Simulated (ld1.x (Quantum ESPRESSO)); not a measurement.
**Transferability test, TM potential for gold (Au)**

Au, norm-conserving Troullier–Martins (Kleinman–Bylander form), made with ld1.x (Quantum ESPRESSO) 7.5 (PBE, scalar-relativistic). Core [Kr] 4d10 4f14 5s2, reference 5p6 5d10 6s1 6p0. Waves: 6s (bound): rc 1.85 bohr; 5p (bound): rc 1.50 bohr; 5d (bound): rc 1.85 bohr. Local part: all-electron potential smoothed inside 1.50 bohr (lloc = -1). Core correction: Bessel-smoothed model core inside 1.20 bohr.

Energies are relative to the spin-unpolarised reference configuration 5p6 5d10 6s1 6p0; without spin polarisation the order of configurations can differ from experiment.

```csv
valence configuration,charge,ΔE all-electron (eV),error AE − PS (meV)
5p6 5d10 6s0 6p0,+1,9.409,-11
5p6 5d9 6s0 6p0,+2,30.617,-7.0
5p6 5d8 6s0 6p0,+3,64.494,-10
5p6 5d9 6s1 6p0,+1,12.124,+2.1
5p6 5d10 6s0 6p1,0,5.248,-9.6
5p6 5d9 6s1 6p1,0,7.497,-0.8
```

Q: What are ΔE and the potential's error for 5p5 5d10 6s1 6p0?

A: ΔE = 66.105 eV all-electron; the error (AE − PS) is -144 meV.

Note: ghost state, extra bound levels that the all-electron valence spectrum of the same l lacks: s at -113.2 eV. A true bound ghost makes a file unfit for plane-wave use.
